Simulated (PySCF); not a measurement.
Compound: K₂.
SMILES: `[K][K]`

Level of theory: PySCF 2.14.0, B3LYP/def2-SVP geometry optimisation, gas phase.

Masses are those of the commonest isotopes; rigid-rotor values at the optimised geometry. 

Problem. What are the moment of inertia and the rotational constant?

Solution. I = 307.489 u·Å², B = 505379 MHz·u·Å²/I = 1644 MHz (0.0548 cm⁻¹, or 0.079 K as hB/k). For two atoms I = μr² with μ = 19.4819 u and r = 3.9728 Å.

Problem. List the first levels of a rigid rotor in a Σ state.

Solution. E(J) = BJ(J+1): J = 1: 0.110, J = 2: 0.329, J = 3: 0.658, J = 4: 1.096, J = 5: 1.645, J = 6: 2.303 cm⁻¹.

Problem. Has it a pure rotational spectrum?

Solution. Not by electric dipole: D∞h allows no dipole (computed 0.00 D). Rotational Raman lines (ΔJ = 2) lie at B(4J + 6), spaced by 4B = 0.219 cm⁻¹, with nuclear-spin weights that differ between even and odd J.

Stationary, but not proved a minimum. No vibrational averaging or centrifugal distortion is included, and the geometry carries the error of its method.
